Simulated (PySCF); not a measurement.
## Excitation energy of Os by level of theory

Os [Xe] 4f14 5d6 6s2 (5D) → Os [Xe] 4f14 5d7 6s1, s spin flipped, as a difference of total energies. Computed with PySCF 2.14 in aug-cc-pVTZ-PP with one added diffuse shell each of s, p, d, f, g type with ECP60MDF (7s7p6d4f3g, 113 functions), with a scalar-relativistic core potential. Correlated levels: valence: 5s2 5p6 frozen. The calculations carry no spin-orbit coupling.

```json
{"method": "UHF", "excitation energy (cm⁻¹)": "15482"}
{"method": "LDA", "excitation energy (cm⁻¹)": "12669"}
{"method": "PBE0", "excitation energy (cm⁻¹)": "11867"}
{"method": "r2SCAN", "excitation energy (cm⁻¹)": "13696"}
{"method": "M06-L", "excitation energy (cm⁻¹)": "13495"}
{"method": "M06-2X", "excitation energy (cm⁻¹)": "10783"}
{"method": "SCS-MP2 (valence)", "excitation energy (cm⁻¹)": "10522"}
```

Question: Estimate what PW91 gives.

Answer: 11684 cm⁻¹, closest to PBE0 among the rows shown.

Question: Estimate what MP2 (valence) gives.

Answer: 13317 cm⁻¹, closest to M06-L among the rows shown.

The upper determinant mixes two multiplicities, so it lies between the two terms.
